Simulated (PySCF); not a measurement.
C2H6BO, CH4AlBO, ClFH2Si2, FH5NSi2 (calculated)

Calculation on a computer-drawn molecule: optimised geometry and harmonic frequencies of an isolated molecule of the commonest isotopes, restricted reference for singlets and unrestricted otherwise, frozen core in MP2. Program: PySCF 2.14.0.

```yaml
- entry: 1
  formula: C2H6BO
  start_structure:
    atoms_angstrom:
      - [B, 0.8197, 1.1748, -2.4868]
      - [O, 0.3585, 0.5829, -1.5606]
      - [C, -0.2082, -0.0956, -0.5285]
      - [C, 0.8502, -0.3307, 0.5839]
      - [H, 1.3548, 1.7167, -3.2979]
      - [H, -0.5821, -1.0527, -0.8243]
      - [H, -1.0651, 0.5148, -0.0447]
      - [H, 1.7205, -1.0087, 0.1972]
      - [H, 1.3, 0.561, 0.9312]
      - [H, 0.4338, -0.9168, 1.4357]
  given:
    charge: 1
    multiplicity: 1
    method: HF
    basis: cc-pVDZ
    drawn_bonds_atom: [1, 2, 3, 1, 3, 3, 4, 4, 4]
    drawn_bonds_other_atom: [2, 3, 4, 5, 6, 7, 8, 9, 10]
    drawn_bonds_order: [1, 1, 1, 1, 1, 1, 1, 1, 1]
  results:
    optimised_atom_element: [B, O, C, C, H, H, H, H, H, H]
    "optimised_atom_x [angstrom]": [0.8574, 0.3992, -0.2081, 0.8717, 1.303, -0.5964, -1.0, 1.674, 1.271, 0.4097]
    "optimised_atom_y [angstrom]": [1.2, 0.6071, -0.153, -0.3846, 1.775, -1.045, 0.5156, -0.9995, 0.5539, -0.9235]
    "optimised_atom_z [angstrom]": [-2.529, -1.587, -0.3908, 0.6232, -3.444, -0.8648, -0.07824, 0.2196, 1.004, 1.453]
    "modes_frequency [cm^-1]": [115.3, 135.7, 286.4, 399.3, 556.9, 835.8, 836.5, 863.6, 1013, 1194, 1242, 1365, 1458, 1526, 1572, 1593, 1602, 1927, 3028, 3205, 3291, 3314, 3314, 3404]
    "modes_reduced_mass [dalton]": [3.209, 2.726, 1.156, 3.541, 4.952, 1.356, 1.354, 1.083, 1.86, 1.985, 1.369, 1.152, 1.186, 1.213, 1.036, 1.07, 1.145, 4.506, 1.2, 1.037, 1.101, 1.108, 1.06, 1.118]
    "rotational_constants [GHz]": [26.8, 4.554, 4.097]
    "total_energy [hartree]": -178.5516
    "convergence_status_largest_gradient_component [hartree/bohr]": 1.872e-05
- entry: 2
  formula: CH4AlBO
  start_structure:
    atoms_angstrom:
      - [B, -2.732, 2.7193, -0.7911]
      - [C, -1.5293, 2.7149, 0.2039]
      - [O, -1.4098, 3.7632, -0.8057]
      - [Al, -1.033, 5.0535, -1.7008]
      - [H, -3.632, 3.2285, -0.435]
      - [H, -2.6296, 1.9855, -1.6517]
      - [H, -0.6079, 2.0462, 0.1295]
      - [H, -1.5907, 3.0618, 1.2046]
  given:
    charge: 0
    multiplicity: 1
    method: HF
    basis: "cc-pV(D+d)Z"
    drawn_bonds_atom: [1, 2, 3, 1, 1, 2, 2]
    drawn_bonds_other_atom: [2, 3, 4, 5, 6, 7, 8]
    drawn_bonds_order: [1, 1, 1, 1, 1, 1, 1]
  results:
    optimised_atom_element: [B, C, O, Al, H, H, H, H]
    "optimised_atom_x [angstrom]": [-2.844, -1.5, -1.162, -0.651, -3.875, -2.818, -0.7048, -1.609]
    "optimised_atom_y [angstrom]": [2.468, 2.845, 3.957, 5.292, 2.998, 1.744, 2.1, 3.169]
    "optimised_atom_z [angstrom]": [-0.6766, 0.07011, -0.7421, -1.627, -0.3644, -1.634, 0.02091, 1.107]
    "modes_frequency [cm^-1]": [84.68, 95.91, 216.8, 268.9, 633.1, 716.4, 991.9, 1095, 1129, 1242, 1312, 1318, 1448, 1609, 2674, 2747, 3195, 3242]
    "modes_reduced_mass [dalton]": [4.936, 3.752, 4.962, 1.12, 8.664, 1.056, 2.038, 1.55, 1.559, 9.635, 1.238, 1.08, 1.395, 1.089, 1.054, 1.129, 1.057, 1.11]
    "rotational_constants [GHz]": [21.05, 3.219, 2.913]
    "total_energy [hartree]": -381.6767
    "convergence_status_largest_gradient_component [hartree/bohr]": 3.646e-05
- entry: 3
  formula: ClFH2Si2
  start_structure:
    atoms_angstrom:
      - [F, 1.872, 0.6603, -0.4824]
      - [Si, 1.1959, 1.9016, -1.285]
      - [Si, 0.0688, 3.3743, 0.2699]
      - [Cl, -0.5504, 4.6778, -1.2755]
      - [H, 0.2425, 1.3317, -2.2601]
      - [H, 2.2795, 2.6119, -1.9963]
  given:
    charge: 0
    multiplicity: 1
    method: MP2
    basis: "cc-pV(D+d)Z"
    drawn_bonds_atom: [1, 2, 3, 2, 2]
    drawn_bonds_other_atom: [2, 3, 4, 5, 6]
    drawn_bonds_order: [1, 1, 1, 1, 1]
  results:
    optimised_atom_element: [F, Si, Si, Cl, H, H]
    "optimised_atom_x [angstrom]": [1.902, 1.188, 0.05898, -0.4944, 0.2105, 2.243]
    "optimised_atom_y [angstrom]": [0.6197, 1.907, 3.386, 4.602, 1.383, 2.66]
    "optimised_atom_z [angstrom]": [-0.518, -1.251, 0.2896, -1.339, -2.237, -1.974]
    "modes_frequency [cm^-1]": [74.16, 100.3, 200.3, 365.1, 433.4, 517.2, 757.2, 830.6, 898.8, 954.6, 2262, 2277]
    "modes_reduced_mass [dalton]": [4.578, 11.59, 19.37, 1.265, 10.55, 30.21, 1.095, 3.805, 1.428, 1.086, 1.03, 1.053]
    "rotational_constants [GHz]": [8.883, 1.529, 1.325]
    "total_energy [hartree]": -1138.5315
    "convergence_status_largest_gradient_component [hartree/bohr]": 1.135e-05
- entry: 4
  formula: FH5NSi2
  start_structure:
    atoms_angstrom:
      - ["N", -2.0709, 0.9348, -2.3918]
      - [Si, -0.4653, 0.434, -1.8491]
      - [F, -0.8365, -0.905, -1.0446]
      - [Si, 0.7125, -0.0957, -3.6215]
      - [H, -2.8779, 0.8625, -1.8419]
      - [H, -2.1437, 1.735, -2.982]
      - [H, -0.0057, 1.2965, -0.6984]
      - [H, 1.9554, -0.8762, -3.4165]
      - [H, 1.0175, 0.8749, -4.6129]
  given:
    charge: 0
    multiplicity: 2
    method: HF
    basis: "cc-pV(D+d)Z"
    drawn_bonds_atom: [1, 2, 2, 1, 1, 2, 4, 4]
    drawn_bonds_other_atom: [2, 3, 4, 5, 6, 7, 8, 9]
    drawn_bonds_order: [1, 1, 1, 1, 1, 1, 1, 1]
  results:
    optimised_atom_element: ["N", Si, F, Si, H, H, H, H, H]
    "optimised_atom_x [angstrom]": [-2.018, -0.5861, -0.8346, 0.7563, -2.618, -2.55, 0.01646, 1.912, 1.208]
    "optimised_atom_y [angstrom]": [1.153, 0.3904, -1.05, -0.06571, 1.601, 0.7931, 1.238, -0.9484, 1.149]
    "optimised_atom_z [angstrom]": [-2.349, -1.839, -1.125, -3.705, -1.681, -3.119, -0.7951, -3.422, -4.424]
    "modes_frequency [cm^-1]": [130.7, 159.3, 220.9, 299.4, 324.4, 445.6, 476.3, 561.7, 570.9, 757.8, 834.7, 911.6, 938.5, 978.6, 1011, 1696, 2299, 2313, 2341, 3772, 3865]
    "modes_reduced_mass [dalton]": [1.075, 4.18, 3.565, 1.626, 1.624, 2.323, 2.261, 1.223, 1.206, 1.093, 8.531, 1.482, 2.339, 1.25, 1.174, 1.116, 1.031, 1.052, 1.041, 1.051, 1.095]
    "rotational_constants [GHz]": [6.026, 2.968, 2.19]
    "total_energy [hartree]": -734.7342
    spin_squared: 0.7587
    "convergence_status_largest_gradient_component [hartree/bohr]": 8.71e-06
```
